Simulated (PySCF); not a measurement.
Compound: C₂H₈B₂S.
Bonds: B1–B2, B2–C3, B2–S4, S4–C5. Hydrogens: H6, H7 on B1; H8, H9, H10 on C3; H11, H12, H13 on C5.

Method used: PySCF, PBE0-D3(BJ)/def2-SVP geometry optimisation, gas phase.

**Question.** What internal coordinates does the optimisation give?

**Answer.** 
```json
{"bond": "B1–B2", "length (bohr)": "3.163"}
{"bond": "B2–C3", "length (bohr)": "2.983"}
{"bond": "B2–S4", "length (bohr)": "3.375"}
{"bond": "S4–C5", "length (bohr)": "3.437"}
{"bond": "B1–H6, B1–H7", "length (bohr)": "2.293"}
{"bond": "C3–H8, C3–H9, C3–H10", "length (bohr)": "2.083"}
{"bond": "C5–H11, C5–H12, C5–H13", "length (bohr)": "2.076"}
```

Bonds in one row agree within 0.02 bohr and their mean is given. A selection of angles:
```json
{"angle": "B2–B1–H6", "degrees": "122.0"}
{"angle": "H6–B1–H7", "degrees": "115.8"}
{"angle": "B1–B2–C3", "degrees": "124.6"}
{"angle": "B1–B2–S4", "degrees": "119.1"}
{"angle": "C3–B2–S4", "degrees": "116.3"}
{"angle": "B2–C3–H8", "degrees": "109.2"}
{"angle": "B2–C3–H9", "degrees": "110.8"}
{"angle": "B2–C3–H10", "degrees": "114.2"}
{"angle": "H8–C3–H9", "degrees": "105.8"}
{"angle": "H8–C3–H10", "degrees": "108.1"}
{"angle": "B2–S4–C5", "degrees": "105.5"}
{"angle": "S4–C5–H11", "degrees": "111.0"}
{"angle": "S4–C5–H13", "degrees": "107.6"}
{"angle": "H11–C5–H12", "degrees": "109.9"}
```

Torsions: B1–B2–S4–C5 0° (synperiplanar). The mirror-image conformer, all signs reversed, is as good.

The 5 heavy atoms lie in one plane (0.005 Å rms). B1 (three-coordinate boron) is planar (angles 122.2°, 122.0° and 115.8°, sum 360.0°, 0.01 Å off the plane of its three neighbours). B2 (three-coordinate boron) is planar (angles 124.6°, 119.1° and 116.3°, sum 360.0°, 0.01 Å off the plane of its three neighbours).

Point group: near Cs, missed by 0.15 Å at most; the miss may be what the optimiser left on a soft mode. Whether it is a minimum is left open (no frequencies). The numbers are those of one conformer.
